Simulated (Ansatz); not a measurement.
```yaml
crystal:
  periodic: [false, false, false]
  atoms:
    - {symbol: Cl, position_ang: [-1.089289, -1.806494, 1.524121]}
    - {symbol: B, position_ang: [-0.041402, -0.436189, 1.237036]}
    - {symbol: B, position_ang: [-0.115492, 0.366432, -0.220382]}
    - {symbol: Se, position_ang: [0.949792, -0.198415, -1.695768]}
    - {symbol: H, position_ang: [0.671361, -0.130267, 2.147179]}
    - {symbol: H, position_ang: [-0.823705, 1.315216, -0.378811]}
    - {symbol: H, position_ang: [0.510036, 0.821717, -2.659075]}
basis:
  gaussian: {orbitals: def2-TZVP, point_charges: [{charge: -1.00, position_ang: [4.479, 0.809, 0.590]}]}
magnetization: {spin_polarized: true, initial_magnetization: 1}
hamiltonian: {xc: {name: wPBEh}}
output: {forces: true}
```

```sh
$ ansatz run in.yaml --threads 2 --pin off --events-out ev --progress --plain --max-ram 4352MiB
```

Output, abridged:

```
Error: a molecule whose nuclei and cores have a total charge of 64 cannot have a net charge of 0 together with 1 unpaired electrons
```

Q: What is wrong with this run?

A: The number of unpaired electrons doesn't fit the electron count. The program refused the input.
